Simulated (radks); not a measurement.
Task: Radial electron density D(r) = 4 pi r^2 rho(r) of an atom or ion with 4 electrons. Method: Dirac Kohn-Sham, PBE, spin-unpolarised, spherical densities, point nucleus; computed with a radial shooting solver on a logarithmic mesh with Libxc functionals.

r (bohr)  D(r) (e/bohr)
0.002645          7.606
0.003205          10.30
0.003852          13.62
0.004668          17.99
0.005656          23.35
0.006853          29.67
0.008303          36.76
0.009981          43.86
0.01209           50.82
0.01465           56.25
0.01775           58.88
0.02134           57.71
0.02586           52.12
0.03133           42.70
0.03796           31.48
0.046             21.51
0.05529           15.72
0.067             14.60
0.08118           16.82
0.09836           18.82
0.1182            17.69
0.1433            13.06
0.1736            7.248
0.2103            2.890
0.2548           0.7806
0.3063           0.1443
0.3712          0.01445

What is the nuclear charge?

Result: Z = 49. The innermost maximum, from 1s, lies near gamma/Z bohr with gamma = sqrt(1 - (Z/c)^2) = 0.934, here 0.0191 bohr (found: 0.0185), and its height grows with Z. The density is that of the indium ion In45+ in [He] 2s2; the configuration itself is not fixed sharply by these data, and Z only to a few units. D(r) has 2 maxima, at r = 0.0185, 0.102 bohr, and minima at 0.0639 bohr, inside which lie 2.09 electrons.
